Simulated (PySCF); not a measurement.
# SnCl₄ + GeCl₂ → SnCl₂ + GeCl₄

Level: PBE0 in the def2-TZVP basis family, computed in PySCF with density fitting; scalar-relativistic core potentials for atoms from Rb on, none lighter, no spin–orbit coupling; open shells unrestricted.

| species | state and structure | ZPE (kJ/mol) | H(298 K) − H(0) (kJ/mol) | S° (J/(mol K)) |
| --- | --- | --- | --- | --- |
| SnCl₄ | singlet, Td, Sn–Cl 2.289 Å (×4) | 12.8 | 22.5 | 367.3 |
| GeCl₂ | singlet, C2v, Ge–Cl 2.182 Å (×2); Cl–Ge–Cl 100.1° | 5.7 | 13.2 | 295.3 |
| SnCl₂ | singlet, C2v, Sn–Cl 2.363 Å (×2); Cl–Sn–Cl 98.6° | 4.9 | 13.6 | 305.7 |
| GeCl₄ | singlet, Td, Ge–Cl 2.117 Å (×4) | 15.2 | 21.2 | 348.6 |

Task: Is the gas-phase reaction uphill or downhill in electronic energy at this level, and by how much?

Result: At PBE0/def2-TZVP, ΔE = -63.0 kJ/mol, downhill. The heavier tin gives up the higher oxidation state, the inert-pair effect.

Task: Add zero-point, thermal and entropy terms for 298.15 K and 1 bar.

Result: ΔZPE = 1.6 and Δ[H(298) − H(0)] = -0.9 kJ/mol give ΔH° = -62.3 kJ/mol. ΔS° = -8.3 J/(mol K), so ΔG° = -62.3 − 298.15 × (-0.0083) = -60 kJ/mol and log₁₀K = 10.5.

Each species is the lowest minimum found with this bonding; other isomers or fragments can lie lower.
